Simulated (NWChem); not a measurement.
System: CuH3O; SMILES [CuH]<-[OH2]

NWChem input:

```
start job
memory heap 200 mb stack 900 mb global 1100 mb
geometry units angstroms noautoz
  Cu     0.014362    -0.535711     0.000000
  H     -0.011611    -2.020308     0.000000
  O      0.013032     1.454111     0.000000
  H     -0.430721     1.832457    -0.769982
  H     -0.430721     1.832457     0.769982
end
basis spherical
  * library def2-svp
end
dft
  xc xcamb88 1.00 lyp 0.81 vwn_5 0.19 hfexch 1.00
  cam 0.33 cam_alpha 0.19 cam_beta 0.46
  iterations 150
  vectors input atomic output neutral.movecs
end
task dft energy
charge 1
dft
  odft
  mult 2
  vectors input atomic output cation.movecs
end
task dft energy
```

NWChem printed, in part:

```
             Northwest Computational Chemistry Package (NWChem) 7.3.0
             --------------------------------------------------------

 CS  symmetry detected

                             Geometry "geometry" -> ""
                             -------------------------

 Output coordinates in angstroms (scale by  1.889725989 to convert to a.u.)

  No.       Tag          Charge          X              Y              Z
 ---- ---------------- ---------- -------------- -------------- --------------
    1 Cu                  29.0000     0.00973057     0.47971893     0.00000000
    2 H                    1.0000    -0.05783376     1.96300512     0.00000000
    3 O                    8.0000     0.06416007    -1.50935894     0.00000000
    4 H                    1.0000    -0.36881662    -1.89999126    -0.76998200
    5 H                    1.0000    -0.36881662    -1.89999126     0.76998200

 Effective nuclear repulsion energy (a.u.)      94.7625980002

      Symmetry information
      --------------------

 Group name             Cs
 Group number              2
 Group order               2
 No. of unique centers     4

                                 NWChem DFT Module
                                 -----------------

 Summary of "ao basis" -> "ao basis" (spherical)
 ------------------------------------------------------------------------------
       Tag                 Description            Shells   Functions and Types
 ---------------- ------------------------------  ------  ---------------------
 Cu                         def2-svp                11       31   5s3p2d1f
 H                          def2-svp                 3        5   2s1p
 O                          def2-svp                 6       14   3s2p1d

      Symmetry analysis of basis
      --------------------------

        a'         40
        a"         20

            General Information
            -------------------
          SCF calculation type: DFT
          Wavefunction type:  closed shell.
          No. of atoms     :     5
          No. of electrons :    40
           Alpha electrons :    20
            Beta electrons :    20
          Charge           :     0
          Spin multiplicity:     1
          Use of symmetry is: on ; symmetry adaption is: on
          Maximum number of iterations: 150
          AO basis - number of functions:    60
                     number of shells:    26
          Convergence on energy requested:  1.00D-06
          Convergence on density requested:  1.00D-05
          Convergence on gradient requested:  5.00D-04

              XC Information
              --------------
                     Hartree-Fock (Exact) Exchange  1.000
                   CAM-Becke88 Exchange Functional  1.000
                      VWN V Correlation Functional  0.190 local
              Lee-Yang-Parr Correlation Functional  0.810

           Range-Separation Parameters
           ---------------------------
           Alpha           :  0.19
           Beta            :  0.46
           Gamma           :  0.33
           Short-Range HF  :     F

             Grid Information
             ----------------
          Grid used for XC integration:  medium
          Radial quadrature: Mura-Knowles
          Angular quadrature: Lebedev.
          Tag              B.-S. Rad. Rad. Pts. Rad. Cut. Ang. Pts.
          ---              ---------- --------- --------- ---------
          Cu                  1.35      112           8.0       590
          H                   0.35       45          11.0       434
          O                   0.60       49          10.0       434
          Grid pruning is: on
          Number of quadrature shells:   251
          Spatial weights used:  Erf1

      Superposition of Atomic Density Guess
      -------------------------------------

 Sum of atomic energies:       -1714.87421686

      Non-variational initial energy
      ------------------------------

 Total energy =   -1714.936213
 1-e energy   =   -2574.740952
 2-e energy   =     765.042141
 HOMO         =      -0.431387
 LUMO         =      -0.027979

      Symmetry analysis of molecular orbitals - initial
      -------------------------------------------------

  Numbering of irreducible representations:

     1 a'          2 a"

  Orbital symmetries:

     1 a'          2 a'          3 a'          4 a"          5 a'
     6 a'          7 a'          8 a'          9 a"         10 a'
    11 a'         12 a"         13 a'         14 a'         15 a"
    16 a'         17 a"         18 a'         19 a'         20 a'
    21 a'         22 a'         23 a'         24 a"         25 a'
    26 a"         27 a'         28 a'         29 a"         30 a'

[...]
```

Level: CAM-B3LYP/def2-SVP, vertical spin-unrestricted ions. Geometry: optimised at PBE0/def2-SVP.
